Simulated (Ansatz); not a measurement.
Consider the ligand exchange at a B–N bond: `C=C([SiH3])NBF` + `OBO` → `OBOBF` + `C=C(N)[SiH3]`.

Isolated molecules relaxed with PBE0-D4/def2-TZVP in Ansatz; ΔE leaves out vibrations. CCSD(T)/CBS adds triple-zeta CCSD(T) − MP2 to the extrapolated MP2 energy (def2 sets, frozen cores). This one scheme is used for every species. DFT in def2-TZVPP. One conformer a species, not always the lowest.

`C=C([SiH3])NBF`:

```xyz
13

C    -1.207    1.037   -1.082
C    -0.387    0.308   -0.319
Si    1.466    0.425   -0.617
N    -0.878   -0.529    0.685
B    -0.134   -1.341    1.549
F    -0.785   -2.077    2.450
H    -0.819    1.682   -1.858
H    -2.287    1.009   -0.956
H     2.174    0.919    0.593
H     1.651    1.384   -1.733
H     2.034   -0.896   -0.990
H    -1.887   -0.532    0.779
H     1.059   -1.390    1.499
```

`OBO`:

Cartesian coordinates in Å:
```
O -0.618 -0.902 0.009
B 0.230 0.139 -0.230
O 0.351 1.121 0.693
H -0.635 -1.546 -0.700
H 0.878 0.218 -1.235
H -0.207 0.970 1.463
```

`OBOBF`:

```xyz
8

O    -1.231   -0.386    1.000
B    -0.956    0.190   -0.192
O     0.258   -0.052   -0.767
B     1.533   -0.149   -0.350
F     1.920    0.470    0.758
H    -2.114   -0.187    1.318
H    -1.752    0.865   -0.778
H     2.342   -0.751   -0.988
```

`C=C(N)[SiH3]`:

Z-matrix (Å, degrees):
```
Si
C 1 1.873
H 1 1.491 2 109.5
H 1 1.487 2 111.1 3 118.3
H 1 1.483 2 109.2 3 -120.2
N 2 1.386 1 116.8 3 -53.8
C 2 1.339 1 119.2 3 130.9
H 6 1.007 2 116.5 1 34.0
H 6 1.009 2 115.9 1 169.6
H 7 1.081 2 120.9 1 -0.8
H 7 1.088 2 122.0 1 178.2
```

```json
{"level": "ωB97X-V", "ΔE (kJ/mol)": "10.6"}
{"level": "HF/def2-QZVPP", "ΔE (kJ/mol)": "-4.7"}
{"level": "MP2/CBS(def2)", "ΔE (kJ/mol)": "13.8"}
{"level": "CCSD/CBS(def2)", "ΔE (kJ/mol)": "10.8"}
```

Problem. What does CCSD(T)/CBS give? (Estimate.)

Solution. Computed: +12.9 kJ/mol. The listed levels differ from it by -2.3, -17.6, 0.9, -2.1 kJ/mol.

Largest T1 diagnostic among the species: 0.014.

The D4 term adds +3.2 kJ/mol with B3LYP and +1.9 kJ/mol with PBE0; it sums over pairs of atoms, weighted by their polarisabilities, and B3LYP, whose exchange is more repulsive, gets the larger term. In def2-TZVPP, CCSD(T) changes the Hartree–Fock value by +17.8 kJ/mol (the triples alone add +2.1 kJ/mol) and MP2 by +18.7 kJ/mol.

B3LYP here is the variant with VWN-RPA as its local correlation; programs differ in this.
